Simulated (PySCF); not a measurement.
Species: C₂H₄FI.
Bonds: F1–C2, C2–C3, C3–I4. Hydrogens: H5, H6 on C2; H7, H8 on C3.

Method: PySCF, PBE0-D3(BJ)/def2-SVP geometry optimisation, gas phase, def2 core potentials past Kr.

(1) List the bond lengths, angles and torsions at this level.

## Answers

(1) 
```csv
bond,length (Å),order
F1–C2,1.372,single
C2–C3,1.510,single
C3–I4,2.148,single
"C2–H5, C2–H6",1.103,single
"C3–H7, C3–H8",1.097,single
```

Bonds in one row agree within 0.01 Å and their mean is given. Orders are formal, as drawn. A selection of angles:
```csv
angle,degrees
F1–C2–C3,108.5
F1–C2–H5,109.0
C3–C2–H5,110.9
H5–C2–H6,108.6
C2–C3–I4,110.7
C2–C3–H7,111.5
I4–C3–H7,106.7
H7–C3–H8,109.5
```

Dihedral angles: F1–C2–C3–I4 180° (antiperiplanar).

The 4 heavy atoms lie in one plane (0.001 Å rms).

Point group: Cs (tolerance 0.08 Å). Stationary, but not proved a minimum. One conformer, not necessarily the lowest.
